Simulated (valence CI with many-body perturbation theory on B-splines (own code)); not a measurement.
## Ta⁴⁹⁺: E2, M1 decay

Level of theory: valence CI with perturbative core correlation (CI+MBPT): six valence electrons over a frozen Dirac-Fock core [Ar], a basis of 7 s, 7 p, 8 d, 6 f, 4 g, 1 h functions for each j, with the one-electron correlation potential Σ1, the two-electron term Σ2, the three-electron term Σ3, Breit, model QED; selected CI, second order for the rest, scaled by the run's own slope (own B-spline code, finite nucleus).

The last digits are not significant, and no measured levels were compared; by estimate large intervals hold to a few tenths of a per cent, small ones and those within an open d or f shell to about a per cent. Core correlation moves these levels by up to 15000 cm⁻¹, and in measured spectra 5 to 20 % of such shifts remained as error; rates that hang on mixing are uncertain with them. Among the levels kept, up to 1000 cm⁻¹ of a level comes from second order outside the variational space, and about a tenth of that is noise between levels of different J, which matters for small intervals. The list stops below the first excitations out of the core. Only levels of the ground parity were solved; by the run's estimate the other parity begins above the list, which can be wrong where configurations are misplaced.

Lines 1 to 50 of 108 in falling wavelength, among levels below 2025400 cm⁻¹, chosen from the decays that carry over 1 % of a level's rate. Wavelengths and rates use the calculated energies. Electric multipoles are in the length gauge with retardation, E1 and E2 with the static RPA response of the core. M1 uses the relativistic operator with retardation. Weak lines are less certain than strong ones. Lines between different terms over intervals too small for the method are left out, as are lines whose strength nearly cancels. The highest levels of a list are the least certain. Branching is blank where the lifetime is uncertain.

Levels are named by their leading jj configuration (3d3/2^4 stands for four electrons in 3d with j = 3/2), which in mixed levels can hold well under half, so a name can repeat and another be missing. Letters in brackets count levels of one name in rising energy.

```
λ vac (nm)                      Upper                      Lower  Type   A (s⁻¹)  Branch %
     164.6      (3d3/2^4 3d5/2^2) J=2      (3d3/2^4 3d5/2^2) J=4    E2  1.87e-02     100.0
     92.94  (3d3/2^3 3d5/2^3) J=4 [b]  (3d3/2^3 3d5/2^3) J=3 [b]    M1  2.91e+03       4.6
     88.61  (3d3/2^3 3d5/2^3) J=2 [b]  (3d3/2^3 3d5/2^3) J=3 [b]    M1  8.81e+03       2.5
     71.56  (3d3/2^3 3d5/2^3) J=3 [b]  (3d3/2^3 3d5/2^3) J=3 [a]    M1  1.44e+04       1.3
     71.14      (3d3/2^4 3d5/2^2) J=0      (3d3/2^4 3d5/2^2) J=2    E2  4.38e+00     100.0
     57.85  (3d3/2^3 3d5/2^3) J=4 [b]      (3d3/2^3 3d5/2^3) J=5    M1  7.54e+03      12.0
     57.00      (3d3/2^3 3d5/2^3) J=0  (3d3/2^3 3d5/2^3) J=1 [a]    M1  5.99e+04          
     46.71  (3d3/2^3 3d5/2^3) J=2 [b]  (3d3/2^3 3d5/2^3) J=1 [a]    M1  4.37e+03       1.3
     46.42  (3d3/2^3 3d5/2^3) J=1 [b]  (3d3/2^3 3d5/2^3) J=1 [a]    M1  3.35e+04       2.7
     42.52  (3d3/2^3 3d5/2^3) J=4 [b]  (3d3/2^3 3d5/2^3) J=4 [a]    M1  1.89e+04      30.0
     39.59  (3d3/2^3 3d5/2^3) J=2 [b]  (3d3/2^3 3d5/2^3) J=3 [a]    M1  5.30e+04      15.3
     34.64  (3d3/2^2 3d5/2^4) J=0 [a]  (3d3/2^3 3d5/2^3) J=1 [b]    M1  1.11e+05       1.7
     32.30  (3d3/2^3 3d5/2^3) J=1 [a]      (3d3/2^4 3d5/2^2) J=0    M1  3.08e+05      10.2
     29.39  (3d3/2^2 3d5/2^4) J=3 [a]  (3d3/2^3 3d5/2^3) J=2 [b]    M1  1.06e+05       2.3
     28.45      (3d3/2^2 3d5/2^4) J=5  (3d3/2^3 3d5/2^3) J=4 [b]    M1  2.85e+05      10.3
     26.44  (3d3/2^2 3d5/2^4) J=2 [a]  (3d3/2^3 3d5/2^3) J=3 [b]    M1  7.25e+04       1.2
     25.04  (3d3/2^2 3d5/2^4) J=3 [b]  (3d3/2^3 3d5/2^3) J=2 [b]    M1  1.05e+05       3.4
     24.71  (3d3/2^2 3d5/2^4) J=3 [b]  (3d3/2^3 3d5/2^3) J=4 [b]    M1  5.72e+05      18.6
     24.29  (3d3/2^3 3d5/2^3) J=3 [a]      (3d3/2^4 3d5/2^2) J=2    M1  6.48e+05      23.5
     23.87  (3d3/2^2 3d5/2^4) J=4 [b]  (3d3/2^3 3d5/2^3) J=3 [c]    M1  1.05e+05       4.4
     23.85      (3d3/2^2 3d5/2^4) J=1  (3d3/2^3 3d5/2^3) J=1 [b]    M1  5.80e+05      15.4
     23.78      (3d3/2^2 3d5/2^4) J=1  (3d3/2^3 3d5/2^3) J=2 [b]    M1  5.01e+05      13.3
     23.54        (3d3/2 3d5/2^5) J=3  (3d3/2^2 3d5/2^4) J=4 [c]    M1  5.95e+05       9.6
     23.45  (3d3/2^2 3d5/2^4) J=4 [a]  (3d3/2^3 3d5/2^3) J=3 [b]    M1  1.54e+05       3.1
     23.17  (3d3/2^2 3d5/2^4) J=0 [b]      (3d3/2^2 3d5/2^4) J=1    M1  2.07e+05       5.6
     22.70  (3d3/2^2 3d5/2^4) J=4 [b]  (3d3/2^3 3d5/2^3) J=4 [b]    M1  2.71e+04       1.1
     22.52        (3d3/2 3d5/2^5) J=2  (3d3/2^2 3d5/2^4) J=2 [c]    M1  3.18e+05       4.8
     22.50  (3d3/2^2 3d5/2^4) J=2 [b]  (3d3/2^3 3d5/2^3) J=1 [b]    M1  5.16e+04       1.9
     22.44  (3d3/2^2 3d5/2^4) J=2 [b]  (3d3/2^3 3d5/2^3) J=2 [b]    M1  1.16e+05       4.2
     22.21  (3d3/2^3 3d5/2^3) J=1 [a]      (3d3/2^4 3d5/2^2) J=2    M1  2.73e+06      89.8
     22.07  (3d3/2^2 3d5/2^4) J=3 [a]  (3d3/2^3 3d5/2^3) J=3 [b]    M1  1.88e+05       4.1
     21.78      (3d3/2^2 3d5/2^4) J=1      (3d3/2^3 3d5/2^3) J=0    M1  7.33e+05      19.4
     21.70        (3d3/2 3d5/2^5) J=3  (3d3/2^2 3d5/2^4) J=2 [c]    M1  9.93e+05      16.0
     21.53  (3d3/2^2 3d5/2^4) J=3 [a]  (3d3/2^3 3d5/2^3) J=2 [a]    M1  6.22e+05      13.7
     21.17  (3d3/2^3 3d5/2^3) J=3 [a]      (3d3/2^4 3d5/2^2) J=4    M1  2.11e+06      76.5
     20.85  (3d3/2^2 3d5/2^4) J=2 [a]  (3d3/2^3 3d5/2^3) J=1 [a]    M1  1.35e+06      22.3
     20.64  (3d3/2^3 3d5/2^3) J=4 [a]      (3d3/2^4 3d5/2^2) J=4    M1  2.49e+06     100.0
     20.34  (3d3/2^2 3d5/2^4) J=4 [a]      (3d3/2^3 3d5/2^3) J=5    M1  7.43e+05      15.2
     19.84  (3d3/2^2 3d5/2^4) J=0 [a]  (3d3/2^3 3d5/2^3) J=1 [a]    M1  6.58e+06      98.3
     19.52  (3d3/2^2 3d5/2^4) J=3 [b]  (3d3/2^3 3d5/2^3) J=3 [b]    M1  1.28e+06      41.6
     19.30  (3d3/2^2 3d5/2^4) J=2 [a]  (3d3/2^3 3d5/2^3) J=3 [a]    M1  4.56e+06      75.7
     19.20  (3d3/2^2 3d5/2^4) J=2 [c]  (3d3/2^3 3d5/2^3) J=3 [c]    M1  1.31e+06      30.7
     19.10  (3d3/2^2 3d5/2^4) J=3 [b]  (3d3/2^3 3d5/2^3) J=2 [a]    M1  7.86e+05      25.6
     19.07      (3d3/2^2 3d5/2^4) J=5      (3d3/2^3 3d5/2^3) J=5    M1  7.66e+05      27.7
     19.05      (3d3/2^2 3d5/2^4) J=5      (3d3/2^3 3d5/2^3) J=6    M1  1.55e+06      56.1
     19.05  (3d3/2^3 3d5/2^3) J=1 [b]      (3d3/2^4 3d5/2^2) J=0    M1  1.09e+06      86.2
     18.75        (3d3/2 3d5/2^5) J=4  (3d3/2^2 3d5/2^4) J=3 [b]    M1  1.04e+06      15.0
     18.68        (3d3/2 3d5/2^5) J=2  (3d3/2^2 3d5/2^4) J=2 [b]    M1  1.07e+06      16.3
     18.67  (3d3/2^2 3d5/2^4) J=2 [c]  (3d3/2^3 3d5/2^3) J=1 [b]    M1  6.96e+05      16.3
     18.62  (3d3/2^2 3d5/2^4) J=2 [c]  (3d3/2^3 3d5/2^3) J=2 [b]    M1  1.48e+06      34.6
```
